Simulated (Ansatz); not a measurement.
One change: `C[SiH2]C1N=CO1` becomes `[GeH3][CH]1N=CO1`.

Ansatz, PBE0-D4/def2-TZVP geometries, multiplicity 1. Each molecule was computed in one conformer, which needn't be the lowest.

Scalar relativity is left out up to krypton.

```csv
property,`C[SiH2]C1N=CO1`
HOMO–LUMO gap (PBE0/def2-TZVPP) / eV,8.02
size of the dipole moment (B3LYP/def2-TZVPP) / D,0.80
HOMO–LUMO gap (ωB97M-V/def2-TZVPP) / eV,12.25
HOMO–LUMO gap (B3LYP/def2-TZVPP) / eV,7.51
LUMO energy (PBE/def2-TZVPP) / eV,-0.94
HOMO energy (PBE/def2-TZVPP) / eV,-6.60
```

(1) Give the same properties after the change, and the shifts. (An estimate is asked.)

Results:

(1) The calculation gave: 
```json
{"property": "HOMO–LUMO gap (PBE0/def2-TZVPP) / eV", "`[GeH3][CH]1N=CO1`": "7.95", "shift": "-0.07"}
{"property": "size of the dipole moment (B3LYP/def2-TZVPP) / D", "`[GeH3][CH]1N=CO1`": "0.93", "shift": "0.13"}
{"property": "HOMO–LUMO gap (ωB97M-V/def2-TZVPP) / eV", "`[GeH3][CH]1N=CO1`": "12.35", "shift": "0.10"}
{"property": "HOMO–LUMO gap (B3LYP/def2-TZVPP) / eV", "`[GeH3][CH]1N=CO1`": "7.44", "shift": "-0.07"}
{"property": "LUMO energy (PBE/def2-TZVPP) / eV", "`[GeH3][CH]1N=CO1`": "-1.09", "shift": "-0.15"}
{"property": "HOMO energy (PBE/def2-TZVPP) / eV", "`[GeH3][CH]1N=CO1`": "-6.70", "shift": "-0.10"}
```

With PBE0 the HOMO falls by 0.09 eV and the LUMO falls by 0.15 eV, so the gap narrows by about 0.06 eV. PBE moves the HOMO by -0.10 eV and ωB97M-V by -0.07 eV. Dipoles are sizes alone; their direction can turn.

B3LYP here is the variant with VWN-RPA as its local correlation; programs differ in this.
